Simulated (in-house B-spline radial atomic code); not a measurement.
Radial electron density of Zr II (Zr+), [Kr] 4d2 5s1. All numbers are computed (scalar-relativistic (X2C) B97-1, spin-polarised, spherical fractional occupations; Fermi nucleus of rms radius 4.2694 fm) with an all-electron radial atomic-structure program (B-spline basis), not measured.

Caution: exact exchange at fractional occupations of open shells leaves self-interaction of up to several eV.

One-electron X2C: radii and densities carry no picture-change correction, so inner-shell <1/r> comes out high (for 1s by about 2 % at Z = 33, 5 % at 54, 10 % at 75, 30 % at 118) and <r> low.

Columns: r (bohr), 4πr²n(r) (electrons per bohr), bar.

```
 0.00118    1.265 #
 0.00146    1.807 #
 0.00181     2.58 ##
 0.00224    3.651 ###
 0.00278    5.152 ####
 0.00344    7.169 #####
 0.00426    9.876 #######
 0.00528    13.43 ##########
 0.00655    17.95 #############
 0.00811     23.4 #################
  0.0101    29.85 ######################
  0.0125    36.53 ##########################
  0.0154    42.75 ###############################
  0.0191     47.8 ###################################
  0.0237    50.37 ####################################
  0.0294     49.8 ####################################
  0.0364    46.66 ##################################
  0.0451    43.07 ###############################
  0.0558    42.22 ##############################
  0.0692    46.41 ##################################
  0.0857    54.44 #######################################
   0.106    60.92 ############################################
   0.132    59.63 ###########################################
   0.163    50.09 ####################################
   0.202    39.63 #############################
    0.25    37.43 ###########################
    0.31    42.95 ###############################
   0.384    45.54 #################################
   0.476    37.43 ###########################
    0.59    23.13 #################
   0.731     12.7 #########
   0.906    9.521 #######
    1.12    9.252 #######
    1.39    7.619 ######
    1.72    4.755 ###
    2.14     2.42 ##
    2.65    1.276 #
    3.28   0.7298 #
    4.06   0.3707 
    5.03   0.1366 
    6.24  0.03356 
    7.73 0.004927 
    9.57 0.0003637 
    11.9 1.044e-05
```

On this grid the curve has 3 maxima, near 0.0237, 0.106, 0.384 bohr.

The 5s up radial function P(r) = rR(r), positive near the nucleus:

```
r (bohr)         P
  0.0005  0.006669
0.000768  0.009652
 0.00118    0.0139
 0.00181   0.01984
 0.00278   0.02798
 0.00426   0.03859
 0.00655   0.05157
  0.0101   0.06515
  0.0154   0.07411
  0.0237   0.06921
  0.0364   0.03666
  0.0558  -0.02995
  0.0857   -0.1048
   0.132   -0.1075
   0.202   0.02708
    0.31    0.1809
   0.476   0.08059
   0.731   -0.2303
    1.12   -0.2532
    1.72    0.2037
    2.65    0.6052
    4.06    0.4956
    6.24    0.1631
    9.57   0.01749
```
